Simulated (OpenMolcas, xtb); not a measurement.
# A ladder of methods for GeH3 (SMILES [GeH3])

The species is GeH3 (4 atoms), meant as a doublet with charge 0. SMILES: `[GeH3]`. Geometry: relaxed at PBE0-D4/def2-TZVP.

```
atom    x (Å)    y (Å)    z (Å)
  Ge   0.2146  -0.1259  -0.2494
   H   1.0550   0.1096   1.0183
   H  -0.8828  -1.1759  -0.0001
   H  -0.3868   1.1922  -0.7688
```

Quantity: the energy change with the Ge1–H4 bond stretched from 1.539 to 1.770 Å, in eV. The values are calculated.

```tsv
level	kind	program	value (eV)	less CCSD(T)/def2-TZVPP
GFN-FF	force field	xtb	0.24	-0.10
GFN1-xTB	semi-empirical	xtb	0.32	-0.02
UHF/def2-TZVPP	Hartree–Fock	OpenMolcas	0.36	+0.02
USVWN5/def2-TZVPP	LDA	OpenMolcas	0.30	-0.04
UPBE/def2-TZVPP	GGA	OpenMolcas	0.27	-0.07
UTPSS/def2-TZVPP	meta-GGA	OpenMolcas	0.31	-0.03
UM06-2X/def2-TZVPP	hybrid meta-GGA	OpenMolcas	0.31	-0.03
UPBE0/def2-TZVPP	global hybrid	OpenMolcas	0.32	-0.02
ROCCSD(T)/def2-TZVPP	coupled cluster or CI	OpenMolcas	0.34	0.00
```

Differences are taken from ROCCSD(T)/def2-TZVPP for orientation; it has basis-set and higher-order errors of its own. All-electron rows without a relativistic Hamiltonian named are non-relativistic. The first shape isn't each level's own minimum. The values span 0.24 to 0.36 eV. In the correlated wave-function rows the outer d shell of Ge is correlated, in sets not made for it.
